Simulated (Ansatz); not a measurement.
`[NH2][GaH][Br]` + `FC[SiH3]` → `[NH2][GaH2]` + `FC[SiH2]Br` at 600 K and 1 bar (redistribution).

Isolated molecules relaxed with PBE0-D4/def2-TZVP in Ansatz; ΔE leaves out vibrations. CCSD(T)/CBS is the MP2 limit (def2-TZVPP, def2-QZVPP) plus CCSD(T) − MP2 in def2-TZVPP, frozen cores. For Br, Ga outer-core shells are correlated without core-valence functions, which leaves a few kJ/mol of doubt a bond. Scalar relativity is left out up to krypton. One conformer a species, not always the lowest.

```csv
species,CCSD(T)/CBS energy (Eh),H − E (kJ/mol),S (J/(mol·K))
`[NH2][GaH][Br]`,-4553.84396,130.6,381.9
`FC[SiH3]`,-429.90570,185.9,352.4
`[NH2][GaH2]`,-1981.05479,138.9,317.7
`FC[SiH2]Br`,-3002.67960,175.9,406.1
```

H − E and S are ideal-gas, rigid-rotor, harmonic terms from PBE0-D4/def2-TZVP, for one conformer and one mirror image of each species. 1 Eh = 2625.50 kJ/mol, R = 8.31446 J/(mol·K).

Q: By hand: ΔE, ΔH, ΔS and ΔG.

A: ΔE = (-1981.05479) + (-3002.67960) − (-4553.84396) − (-429.90570) = 0.01527 Eh = 40.1 kJ/mol. Δ(H − E) = 138.9 + 175.9 − 130.6 − 185.9 = -1.7, so ΔH = 38.4 kJ/mol. ΔS = 317.7 + 406.1 − 381.9 − 352.4 = -10.5 J/(mol·K). ΔG = 38.4 − 600 × (-10.5)/1000 = 44.7 kJ/mol.

Q: By hand: the equilibrium constant, and the temperature at which ΔG would vanish if ΔH and ΔS stayed fixed.

A: log₁₀ K = −ΔG/(RT ln 10) = -3.9. ΔH and −TΔS have one sign here, so there is no such temperature.

The number of gas molecules stays the same, so ΔS is small and ΔH decides. A doubt of 5 kJ/mol in ΔE shifts log₁₀ K by 0.4 here. Other conformers and mirror images would add mixing entropy, several J/(mol·K) or more a flexible species. These are equilibria of isolated gas molecules and say nothing of rates. Largest T1 diagnostic: 0.014 (customary marks: 0.02 for closed shells, 0.045 for open ones).

ΔS is within the doubt of such terms, so its sign, and with it that verdict, could turn.
